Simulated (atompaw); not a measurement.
zinc: PAW (atompaw) pseudisation with PBE, scalar-relativistic reference atom.

Input for atompaw 4.2.0.5:

```
Zn 30
GGA-PBE scalarrelativistic loggrid 1500 logderivrange -8 5 326
4 4 3 0 0 0
4 1 0
0 0 0
c
c
c
v
c
v
v
v
2
1.75 1.45 1.35 1.10
y
0.45
n
n
y
2.45
n
custom polynom gramschmidtortho sinc
3 -0.5 troulliermartins
1.75
1.75
1.10
1.75
1.75
0.80
PWSCFOUT
UPFDX 0.0125d0 UPFXMIN -7.d0 UPFZMESH 30.d0
END
```

Command:

```bash
atompaw < Zn.input > Zn.log
```

The program printed (summary file):

```
Completed calculations for Zn (AE)

 Exchange-correlation type: GGA, Perdew-Burke-Ernzerhof

 Radial integration grid is logarithmic
 r0 =   2.7940573E-04 h =   8.3821719E-03   n =      1500 rmax =   8.0000000E+01

 Scalar relativistic calculation

 AEatom converged in  35 iterations
   nz     =  30.00
   delta  =       9.608577959265E-17

 All Electron Orbital energies:
  n  l      occupancy      energy
  1  0      2.0000000E+00 -7.0012894E+02
  2  0      2.0000000E+00 -8.5135850E+01
  3  0      2.0000000E+00 -9.4984032E+00
  4  0      2.0000000E+00 -4.3943888E-01
  2  1      6.0000000E+00 -7.3794732E+01
  3  1      6.0000000E+00 -6.1299703E+00
  4  1      0.0000000E+00 -8.1992200E-02
  3  2      1.0000000E+01 -7.4530839E-01

 Total energy
   Total                    :    -3592.03754354119701

 ---
 Completed calculations for Zn (SC)

 Exchange-correlation type: GGA, Perdew-Burke-Ernzerhof

 Radial integration grid is logarithmic
 r0 =   2.7940573E-04 h =   8.3821719E-03   n =      1500 rmax =   8.0000000E+01

 Scalar relativistic calculation

 SCatom converged in   2 iterations
   nz     =  30.00
   delta  =       5.011961798508E-17

 Valence Electron Orbital energies:
  n  l      occupancy      energy
   4  0      2.0000000E+00 -4.3943888E-01
   3  1      6.0000000E+00 -6.1299703E+00
   4  1      0.0000000E+00 -8.1992199E-02
   3  2      1.0000000E+01 -7.4530839E-01

 Total energy
   Total                    :    -3592.03754355111050
   Valence                  :     -452.02155165376013

 PAW parameters:
       lmax =            2
         rc =    1.7499725042106897
        irc =         1044
   rc_shape =    1.4552241739300231
    rc_vloc =    1.3608224614126316
    rc_core =    1.1035001717456321
   Vloc: Norm-conserving Troullier-Martins with l= 3;e=  -5.0000E-01
   Projector type: polynomial pseudization + Gram-Schmidt ortho.
   Sinc^2 compensation charge shape zeroed at   1.4552E+00

 Number of basis functions     6
 No.   n  nodes  l      Energy         Cp coeff         Occ
  1    4    3    0   -0.4394389E+00  0.1000000E+01  0.2000000E+01
  2  999    4    0    0.4500000E+00  0.7458362E-02  0.0000000E+00
  3    3    1    1   -0.6129970E+01  0.1000000E+01  0.6000000E+01
  4    4    2    1   -0.8199220E-01  0.7352841E+00  0.0000000E+00
  5    3    0    2   -0.7453084E+00  0.1000000E+01  0.1000000E+02
  6  999    1    2    0.2450000E+01  0.1169527E+01  0.0000000E+00

 Eigenvalues of overlap operator (in the basis of projectors):
    1        8.65808881E-01
    2        7.80765974E+00
    3        1.27924262E+01
    4        1.39294386E+01
    5        3.68283625E+01
    6        5.11992583E+02

 Orbital leakage outside PAW augmentation regions
   orb  is_core?  %out_of_sphere
   1 0    T          -0.00
   2 0    T           0.00
   3 0    T           0.18
   4 0    F          80.46
   2 1    T           0.00
   3 1    F           0.54
   4 1    F          95.20
   3 2    F           7.68

 Summary of PAW energies
   Total valence energy     :   -452.02156080809925
   Smooth energy            :     36.95606734712138
   One center               :   -488.97762815522060
   Smooth kinetic           :     65.00359435624746
   Vloc energy              :    -27.40827250803475
   Smooth exch-corr         :    -14.76079188175291
   One-center xc            :   -128.26173606330215
```

Note: ghost state, extra bound levels that the all-electron valence spectrum of the same l lacks: s at -153.8 eV. A true bound ghost makes a file unfit for plane-wave use.

The run took about 3.8 s on one core of a shared server CPU.
